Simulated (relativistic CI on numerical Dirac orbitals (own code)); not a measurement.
**Pt⁺: resonant inelastic scattering at the O2,3 edge**

Computed with this model: Dirac-Coulomb-Breit CI, KLI orbitals optimised for each configuration, a model potential for QED, valence Slater integrals scaled by 0.7, Kramers-Heisenberg scattering through one core-hole configuration in a parametric crystal field; configurations [Xe] 4f14 5d9 → [Kr] 4d10 4f14 5s2 5p5 5d10; 300 K; core-hole width 1 eV; summed over polarisations. Incident energies are the highest absorption maxima for each field (at most a few, so the weaker spin-orbit partner edge can be absent), on the computed scale of the free ion. Intensities are in per cent of the strongest line above 0.02 eV; levels within 1 cm⁻¹ are merged; final levels count from the ground level, the first row holds all elastic scattering, lines under 0.4 are left out and each table stops after 24 rows. The scale of the Slater integrals is a model choice and moves the terms in proportion.

Field parameters in Wybourne normalisation: D4h B²₀ = −7Ds, B⁴₀ = 21(Dq − Dt), B⁴₄ = 21√(5/14) Dq; Td as Oh with Dq negative (B⁴₀ = 21Dq, B⁴₄ = √(5/14) B⁴₀). The field is a parameter set, without covalency.

S is read from ⟨S²⟩ = S(S + 1).

Td, 10Dq = -11000 cm⁻¹:

| Final level (eV) | Degeneracy | Irrep | S | 52.7 eV |
| --- | --- | --- | --- | --- |
| 0.000 | 2 | Γ7 | 0.50 | 61.3 |
| 0.461 | 4 | Γ8 | 0.50 | 100.0 |
| 2.067 | 4 | Γ8 | 0.50 | 43.5 |

D4h, 10Dq = 7750, Ds = -1310, Dt = 690 cm⁻¹:

```
Final level (eV)  Degeneracy  Irrep     S  52.5 eV
           0.000           2     Γ6  0.50    159.9
           0.158           2     Γ7  0.50    100.0
           0.527           2     Γ7  0.50     29.8
           1.245           2     Γ6  0.50     24.3
           1.871           2     Γ7  0.50     26.5
```

For the first field the strongest loss at the lowest incident energy is the level at 0.46 eV (S = 0.50, against 0.50 in the thermal ground state).
